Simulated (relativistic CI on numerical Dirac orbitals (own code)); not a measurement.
## V⁴⁺ in a cubic cluster: 3s photoemission with charge transfer

Computed with a charge-transfer multiplet model of a cubic metal-ligand cluster with up to 2 ligand holes, Slater and spin-orbit integrals from Dirac-Coulomb-Breit ions, Slater integrals scaled by 0.9. The ground state mixes d1 with configurations of k ligand holes L, whose averages lie at kΔ + k(k − 1)U_dd/2; a core hole lowers each added d electron by U_cd. 20 K, Lorentzian 1.4 eV and Gaussian 0.8 eV FWHM.

Atomic integrals in eV (Slater integrals scaled, ζ unscaled), ground: F2dd 9.064, F4dd 5.680, zeta_d 0.029; with the core hole: F2dd 9.064, F4dd 5.680, zeta_d 0.035, G2cd 10.559. Where a configuration has fewer than two d electrons, the dd integrals are those of d2.

Cluster parameters (eV): Δ = 2.4, U_dd = 5.6, U_cd = 6.3, 10Dq = 1.7, 10Dq(ligand) = 0.3, final-state hopping factor = 0.9.

| Case | n_d | d1 | d2L | d3L2 | S |
| --- | --- | --- | --- | --- | --- |
| V(eg) = 1.4 eV, V(t2g) = -0.65 eV | 1.49 | 0.55 | 0.41 | 0.04 | 0.50 |
| V(eg) = 1.7 eV, V(t2g) = -0.78 eV | 1.55 | 0.50 | 0.44 | 0.06 | 0.50 |
| V(eg) = 2.3 eV, V(t2g) = -1.06 eV | 1.65 | 0.44 | 0.48 | 0.09 | 0.50 |
| V(eg) = 2.6 eV, V(t2g) = -1.2 eV | 1.69 | 0.41 | 0.49 | 0.10 | 0.50 |
| V(eg) = 2.9 eV, V(t2g) = -1.34 eV | 1.72 | 0.39 | 0.50 | 0.11 | 0.50 |

Weights, n_d and S are thermal averages at 20 K. Binding energies count from the first peak over 30 % of the highest in each spectrum, which can be another peak from case to case. The parameters are a model scan and need not match a compound or its usual spin state. Peaks in eV (height, largest 100):
- V(eg) = 1.4 eV, V(t2g) = -0.65 eV: 0.0 (100), 4.0 (61), 5.6 (66), 7.1 (60), 12.8 (22)
- V(eg) = 1.7 eV, V(t2g) = -0.78 eV: 0.0 (100), 4.2 (50), 5.5 (52), 13.6 (15)
- V(eg) = 2.3 eV, V(t2g) = -1.06 eV: 0.0 (100), 4.2 (38), 5.9 (33), 8.2 (22), 15.3 (7)
- V(eg) = 2.6 eV, V(t2g) = -1.2 eV: 0.0 (100), 2.2 (29), 4.2 (36), 6.1 (26), 8.7 (16), 11.6 (12), 15.0 (6)
- V(eg) = 2.9 eV, V(t2g) = -1.34 eV: 0.0 (100), 4.2 (36), 6.5 (20), 9.1 (12), 12.6 (10)

Curve for V(eg) = 2.6 eV, V(t2g) = -1.2 eV (points under 2 left out, the grid thinned):

E (eV), Intensity and a bar:
```
     -3.1        6.6 #
     -2.6        9.2 ##
     -2.1       13.6 ####
     -1.6       22.1 ######
     -1.2       35.2 ###########
     -0.7       65.0 ####################
     -0.2       96.6 ##############################
      0.3       90.7 ############################
      0.8       57.9 ##################
      1.3       36.1 ###########
      1.7       29.7 #########
      2.2       28.6 ########
      2.7       27.7 ########
      3.2       27.3 ########
      3.7       32.3 ##########
      4.2       36.3 ###########
      4.6       32.9 ##########
      5.1       26.4 ########
      5.6       24.6 #######
      6.1       26.0 ########
      6.6       23.9 #######
      7.1       19.2 #####
      7.5       16.7 #####
      8.0       15.5 ####
      8.5       15.6 ####
      9.0       15.3 ####
      9.5       13.4 ####
     10.0       11.7 ###
     10.5       11.0 ###
     10.9       11.0 ###
     11.4       11.6 ###
     11.9       11.4 ###
     12.4        9.5 ##
     12.9        7.5 ##
     13.4        6.1 #
     13.8        5.5 #
     14.3        5.4 #
     14.8        5.6 #
     15.3        5.6 #
     15.8        5.4 #
     16.3        5.2 #
     16.7        4.7 #
     17.2        3.7 #
     17.7        2.8 
     18.2        2.0
```

For the case V(eg) = 2.3 eV, V(t2g) = -1.06 eV, Δ = 2.4 eV is smaller than U_dd = 5.6 eV, the charge-transfer side of the Zaanen-Sawatzky-Allen scheme. With the core hole the average of the configuration with one ligand hole lies at Δ − U_cd = -3.9 eV before mixing: the effective hopping of about 4.4 eV (from the holes of the mixed ground state) is comparable with this gap or larger, so the configurations mix strongly.

With at most 2 ligand holes the space is cut while the next configuration still counts, so covalency is underestimated, and a final configuration with one more ligand hole, which can lie low, is missing from the spectra.

Without intra-shell correlation the exchange splitting of the 3s hole comes out too large.
